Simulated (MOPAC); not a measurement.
MOPAC input (MNDO):

```
MNDO PRECISE GNORM=0.05 LET XYZ CHARGE=-1 GEO-OK AUX(PRECISION=9) THREADS=1
H4ClSi2

Si   -1.72621900 1    0.34022100 1    0.24687700 1
Si    0.46001300 1    0.80808700 1   -0.60312800 1
Cl    1.40967900 1   -1.08618400 1    0.18126300 1
H    -2.62980600 1    1.54175900 1    0.12759500 1
H    -1.91093400 1   -0.09895100 1    1.67271000 1
H    -2.46625500 1   -0.71164300 1   -0.53026200 1
H     0.76933800 1    1.65763900 1    0.63601100 1
```

Output:

```
 *******************************************************************************
 **                                                                           **
 **                              MOPAC v23.2.5                                **
 **                                                                           **
 *******************************************************************************
 ** MOPAC's Digital Object Identifier: https://doi.org/10.5281/zenodo.6511958 **
 **                                                                           **
 ** Please cite the open-source release paper for use of this MOPAC version:  **
 ** J. E. Moussa and J. J. P. Stewart (2026)                                  **
 ** MOPAC: An open-source semiempirical molecular orbital program             **
 ** J. Open Source Softw., 11(119), 8025, https://doi.org/10.21105/joss.08025 **
 *******************************************************************************

                              MNDO CALCULATION RESULTS

 *******************************************************************************
 *  MNDO       - The MNDO Hamiltonian to be used
 *  GEO-OK     - OVERRIDE INTERATOMIC DISTANCE AND OTHER SAFETY CHECKS
 *
 *
 *
 *                 CHARGE ON SYSTEM = -1
 *
 *
 *
 *  LET        - OVERRIDE SOME SAFETY CHECKS
 *  PRECISE    - TIGHTER CRITERIA TO BE USED
 *  XYZ        - CARTESIAN COORDINATE SYSTEM TO BE USED
 *  GNORM      - EXIT WHEN GRADIENT NORM DROPS BELOW 0.050
 *  AUX        - OUTPUT AUXILIARY INFORMATION
 *******************************************************************************
MNDO PRECISE GNORM=0.05 LET XYZ CHARGE=-1 GEO-OK AUX(PRECISION=9) THREADS=1
 H4ClSi2

   ATOM   CHEMICAL          X               Y               Z
  NUMBER   SYMBOL      (ANGSTROMS)     (ANGSTROMS)     (ANGSTROMS)

     1      Si         -1.72621900  *   0.34022100  *   0.24687700  *
     2      Si          0.46001300  *   0.80808700  *  -0.60312800  *
     3      Cl          1.40967900  *  -1.08618400  *   0.18126300  *
     4       H         -2.62980600  *   1.54175900  *   0.12759500  *
     5       H         -1.91093400  *  -0.09895100  *   1.67271000  *
     6       H         -2.46625500  *  -0.71164300  *  -0.53026200  *
     7       H          0.76933800  *   1.65763900  *   0.63601100  *

          CARTESIAN COORDINATES

    NO.       ATOM           X           Y           Z

     1        Si         -1.7262      0.3402      0.2469
     2        Si          0.4600      0.8081     -0.6031
     3        Cl          1.4097     -1.0862      0.1813
     4         H         -2.6298      1.5418      0.1276
     5         H         -1.9109     -0.0990      1.6727
     6         H         -2.4663     -0.7116     -0.5303
     7         H          0.7693      1.6576      0.6360

  H: (MNDO): M.J.S. DEWAR, W. THIEL, J. AM. CHEM. SOC., 99, 4899, (1977)
 Si: (MNDO): M.J.S.DEWAR, ET. AL. ORGANOMETALLICS  5, 375 (1986)
 Cl: (MNDO): M.J.S.DEWAR, H.S.RZEPA, J. COMP. CHEM., 4, 158, (1983)

           Empirical Formula: H4 Si2 Cl  =     7 atoms

      MOLECULAR POINT GROUP   :   C1

      RHF CALCULATION, NO. OF DOUBLY OCCUPIED LEVELS = 10

          Geometry optimization using EF

          DIAGONAL MATRIX USED AS START HESSIAN

 CYCLE:     1  GRAD.:   113.615 HEAT:  1.911844
 CYCLE:     2  GRAD.:    51.971 HEAT: -11.66874
 CYCLE:     3  GRAD.:    57.895 HEAT: -19.25258
 CYCLE:     4  GRAD.:    64.677 HEAT: -21.67069
 CYCLE:     5  GRAD.:    49.055 HEAT: -25.07053
 CYCLE:     6  GRAD.:    42.379 HEAT: -26.52720
 CYCLE:     7  GRAD.:    31.200 HEAT: -28.22556
 CYCLE:     8  GRAD.:    37.339 HEAT: -28.66039
 CYCLE:     9  GRAD.:    24.473 HEAT: -30.19444
 CYCLE:    10  GRAD.:    26.298 HEAT: -30.71308
 CYCLE:    11  GRAD.:    16.135 HEAT: -31.23951
 CYCLE:    12  GRAD.:    15.597 HEAT: -31.59648
 CYCLE:    13  GRAD.:    32.987 HEAT: -31.21754
 CYCLE:    14  GRAD.:     2.769 HEAT: -31.78651
 CYCLE:    15  GRAD.:     2.757 HEAT: -31.80291
 CYCLE:    16  GRAD.:     1.257 HEAT: -31.81284
 CYCLE:    17  GRAD.:     0.741 HEAT: -31.81743
 CYCLE:    18  GRAD.:     0.256 HEAT: -31.81819
 CYCLE:    19  GRAD.:     0.161 HEAT: -31.81843
 CYCLE:    20  GRAD.:     0.175 HEAT: -31.81853
 CYCLE:    21  GRAD.:     0.195 HEAT: -31.81873
 CYCLE:    22  GRAD.:     0.197 HEAT: -31.81891
 CYCLE:    23  GRAD.:     0.454 HEAT: -31.81975
 CYCLE:    24  GRAD.:     0.484 HEAT: -31.82041
 CYCLE:    25  GRAD.:    43.276 HEAT: -29.72249
 CYCLE:    26  GRAD.:     5.825 HEAT: -31.79783
 CYCLE:    27  GRAD.:     2.781 HEAT: -31.82467
 CYCLE:    28  GRAD.:     0.922 HEAT: -31.83029
 CYCLE:    29  GRAD.:     0.686 HEAT: -31.83178
 CYCLE:    30  GRAD.:     1.060 HEAT: -31.83545
 CYCLE:    31  GRAD.:     0.476 HEAT: -31.83638
 CYCLE:    32  GRAD.:     0.308 HEAT: -31.83702
 CYCLE:    33  GRAD.:     0.317 HEAT: -31.83740
 CYCLE:    34  GRAD.:     0.149 HEAT: -31.83806
 CYCLE:    35  GRAD.:     0.107 HEAT: -31.83821
 CYCLE:    36  GRAD.:     0.147 HEAT: -31.83848
 CYCLE:    37  GRAD.:     0.170 HEAT: -31.83871
 CYCLE:    38  GRAD.:     0.171 HEAT: -31.83904
 CYCLE:    39  GRAD.:     2.350 HEAT: -31.83480
 CYCLE:    40  GRAD.:     0.278 HEAT: -31.83960
 CYCLE:    41  GRAD.:     0.111 HEAT: -31.83979
 CYCLE:    42  GRAD.:     9.294 HEAT: -31.75409
 CYCLE:    43  GRAD.:     0.067 HEAT: -31.83984
 CYCLE:    44  GRAD.:     0.040 HEAT: -31.83986

     GRADIENT =  0.04040 IS LESS THAN CUTOFF =  0.05000

 -------------------------------------------------------------------------------
 MNDO PRECISE GNORM=0.05 LET XYZ CHARGE=-1 GEO-OK AUX(PRECISION=9) THREADS=1
 H4ClSi2

     GEOMETRY OPTIMISED USING EIGENVECTOR FOLLOWING (EF).
     SCF FIELD WAS ACHIEVED

                              MNDO CALCULATION
                                                       MOPAC v23.2.5 Linux

          FINAL HEAT OF FORMATION =        -31.83986 KCAL/MOL =    -133.21799 KJ/MOL

          COSMO AREA              =        130.09 SQUARE ANGSTROMS
          COSMO VOLUME            =        124.04 CUBIC ANGSTROMS

          GRADIENT NORM           =          0.04040          =       0.01527 PER ATOM
          IONIZATION POTENTIAL    =          1.630132 EV
          HOMO LUMO ENERGIES (EV) =         -1.630  5.692
          NO. OF FILLED LEVELS    =         10
          MOLECULAR WEIGHT        =         95.6556         POINT GROUP:  Cs

          MOLECULAR DIMENSIONS (Angstroms)

            Atom       Atom       Distance
            H     4   Cl     3     4.75973
            H     7    H     6     3.74566
            H     5    H     6     2.07077

          SCF CALCULATIONS        =         45

   ATOM   CHEMICAL          X               Y               Z
  NUMBER   SYMBOL      (ANGSTROMS)     (ANGSTROMS)     (ANGSTROMS)

     1      Si         -1.72060976  *   0.39150645  *   0.18358999  *
     2      Si          0.26840207  *   0.62748877  *  -0.10830763  *
     3      Cl          1.52847988  *  -1.03673797  *   0.05302165  *
     4       H         -2.45442401  *   1.56908361  *   0.01858062  *
     5       H         -2.12435478  *  -0.04541851  *   1.44576918  *
     6       H         -2.37923813  *  -0.50166970  *  -0.66195728  *
     7       H          0.99762762  *   1.75616284  *  -0.41372020  *

                             CARTESIAN COORDINATES

   1   Si       -1.720609758     0.391506452     0.183589994
   2   Si        0.268402075     0.627488771    -0.108307635
   3   Cl        1.528479880    -1.036737966     0.053021648
   4    H       -2.454424015     1.569083607     0.018580620
   5    H       -2.124354781    -0.045418514     1.445769181
   6    H       -2.379238128    -0.501669698    -0.661957278
   7    H        0.997627616     1.756162838    -0.413720203

           Empirical Formula: H4 Si2 Cl  =     7 atoms

      MOLECULAR POINT GROUP   :   Cs

                  EIGENVALUES
 -19.44184 -17.60334 -11.02021  -7.94007  -7.48818  -7.43912  -7.23636  -7.20051
  -5.26846  -1.63013   5.69190   6.52224   6.84864   6.85523   7.80182   8.67519

              NET ATOMIC CHARGES AND DIPOLE CONTRIBUTIONS

  ATOM NO.   TYPE          CHARGE      No. of ELECS.   s-Pop       p-Pop
    1         Si           1.612846        2.3872     1.01335     1.37381
    2         Si          -0.720147        4.7201     1.12891     3.59124
    3         Cl          -0.426351        7.4264     1.98007     5.44628
    4          H          -0.463314        1.4633     1.46331
    5          H          -0.454600        1.4546     1.45460
    6          H          -0.454201        1.4542     1.45420
    7          H          -0.094234        1.0942     1.09423
 DIPOLE           X         Y         Z       TOTAL
 POINT-CHG.    -2.177    -0.376     0.342     2.235
 HYBRID         0.918    -0.239    -0.068     0.951
 SUM           -1.259    -0.615     0.274     1.427

          ATOMIC ORBITAL ELECTRON POPULATIONS

     Atom    s        px        py        pz
    1 Si   1.01335   0.51554   0.42471   0.43357
    2 Si   1.12891   0.94708   0.71056   1.93359
    3 Cl   1.98007   1.80148   1.64844   1.99637
    4  H   1.46331
    5  H   1.45460
    6  H   1.45420
    7  H   1.09423

 **********************
 *                    *
 * JOB ENDED NORMALLY *
 *                    *
 **********************

 == MOPAC DONE ==
```

The dipole moment of an ion depends on the origin.

The geometry given is a B3LYP-D3(BJ)/def2-TZVP minimum.
